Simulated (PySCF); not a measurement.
C6H6O, SMILES [C@H]1(CC=CO1)C#C.

Geometry: B3LYP-D3(BJ)/def2-SVP. The structure was generated by enumeration; whether it is a known compound was not checked. One conformer was computed; it need not be the lowest.

Two levels are set side by side: TDDFT-PBE/def2-SVPD (PySCF) and TDDFT-PBE0/def2-SVPD (PySCF). Vertical, same geometry. The lowest singlet is HOMO→LUMO 87 % with PBE and HOMO→LUMO 91 % with the other functional; states are paired by order. Differences are taken from unrounded values.

| quantity | TDDFT-PBE0 | TDDFT-PBE | TDDFT-PBE minus TDDFT-PBE0 |
|---|---|---|---|
| lowest singlet excitation (eV) | 5.45 | 4.53 | -0.92 |
| lowest triplet excitation (TDA) (eV) | 3.95 | 3.91 | -0.04 |
| first bright state (f over 0.05) (eV) | 6.43 | 5.92 | -0.52 |
| its oscillator strength | 0.10 | 0.08 | -0.01 |

Functionals without exact exchange tend to place singlet excitations lower, as here. Differences between two approximate levels are no errors against the true value.

Rough cost on one machine, each run with all the roots and properties that it gave: TDDFT-PBE0 against TDDFT-PBE about 5 times.
